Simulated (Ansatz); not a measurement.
Ansatz results at the PBE0-D4/def2-TZVP geometry: LUMO energy (PBE/def2-TZVPP) -1.81 eV; LUMO energy (ωB97M-V/def2-TZVPP) 1.55 eV; HOMO energy (PBE/def2-TZVPP) -6.48 eV.

Each molecule was computed in one conformer, which needn't be the lowest.

Task: Which molecule gave them?
A. `N=C(Cl)CO`
B. `C=C([SiH3])[O][AlH][F]`
C. `N/C(Cl)=C\O`
D. `COC(=N)Cl`

Result: A. The others give `C=C([SiH3])[O][AlH][F]`: -1.67, 0.75, -6.08; `N/C(Cl)=C\O`: -0.46, 2.14, -5.22; `COC(=N)Cl`: -0.78, 2.29, -6.80.
